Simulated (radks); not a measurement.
Values are calculated unless marked as measured or tabulated.
Task: These are the eigenvalues of the occupied orbitals of an atom or ion with whole-number occupations (eV). Level of theory: scalar-relativistic Kohn-Sham, SCAN, spin-polarised, spherical densities, finite nucleus; meta-GGA in the generalised Kohn-Sham scheme; Fermi nuclear charge, rms radius of each element as measured or else 0.836 A^(1/3) + 0.57 fm (a radial shooting solver on a logarithmic mesh with Libxc functionals).

1s up: -2462.759
1s down: -2462.470
2s up: -258.4606
2s down: -258.2824
2p up: -201.3763
2p down: -201.0367
3s up: -53.7735
3s down: -51.4914
3p up: -41.0822

Which element is it, and in what charge state? The configuration may be excited. Open shells, if any, are filled with parallel spins first.

Result: Z = 16, sulfur, charge +3: S3+ in [Ne] 3s2 3p1. The list shows which subshells hold electrons but not how many an open one holds; the 1s level, -90.505 hartree, gives Z - s = 13.5 by -(Z - s)^2/2, which with screening and relativity narrows Z to a few neighbours, and the depths of the outer levels then fix element, charge and occupations together.
